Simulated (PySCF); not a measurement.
C5H3NS2.
Cartesian coordinates in Å at the PBE0-D3(BJ)/def2-TZVP level; atoms count from 1:
```
atom  x, y, z in Å
N1     3.6473    0.5101    0.3894
C2     2.8622   -0.2680    0.7254
S3     1.7602   -1.4167    1.2532
C4     0.2735   -0.6891    0.6602
C5     0.0402    0.5696    0.1882
C6    -1.3177    0.7527   -0.1709
C7    -2.0771   -0.3568    0.0400
S8    -1.1484   -1.6497    0.6610
H9     0.8099    1.3242    0.0991
H10   -1.7116    1.6777   -0.5701
H11   -3.1326   -0.4941   -0.1365
```

The closed-shell ground state was solved at several levels (PySCF, density fitting, gas phase, non-relativistic). One conformer (not necessarily the lowest) at the PBE0-D3(BJ)/def2-TZVP geometry, without solvent, vibrations or thermal averaging.

```json
{"level": "B97-2/pcSseg-2", "basis functions": "344", "total energy (Eh)": "-1043.5196", "HOMO (eV)": "-6.65", "LUMO (eV)": "-1.21", "gap (eV)": "5.44", "dipole (D)": "3.71"}
{"level": "wB97X-D/pcSseg-2", "basis functions": "344", "total energy (Eh)": "-1043.4551", "HOMO (eV)": "-8.62", "LUMO (eV)": "0.55", "gap (eV)": "9.17", "dipole (D)": "3.72"}
{"level": "PBE0/pcSseg-2", "basis functions": "344", "total energy (Eh)": "-1042.9886", "HOMO (eV)": "-6.89", "LUMO (eV)": "-1.18", "gap (eV)": "5.71", "dipole (D)": "3.73"}
```

What might KT3/pcSseg-2 (344 basis functions) give for the same quantities?

Total energy -1053.2261 Eh, HOMO -5.89 eV, LUMO -2.17 eV, gap 3.72 eV, dipole 3.63 D.

Over all these levels, which gives the widest orbital gap and which the narrowest?

wB97X-D/pcSseg-2 (range-separated hybrid) has the widest, 9.17 eV, and KT3/pcSseg-2 (GGA) the narrowest, 3.72 eV. From the narrowest to the widest the HOMO moves by -2.73 eV and the LUMO by +2.72 eV.

In the pcSseg-2 basis, how does the gap go with the fixed share of exact exchange?

KT3 (0 %) 3.72 eV; B97-2 (21 %) 5.44 eV; PBE0 (25 %) 5.71 eV. Each rise in the share widens the gap here.

How far do the dipole and the HOMO energy spread over the levels?

The dipole runs from 3.63 to 3.73 D (mean 3.70 D) and the HOMO from -8.62 to -5.89 eV.

Note: wB97X-D ran without an empirical dispersion term, which enters the total energy and its gradient alone.
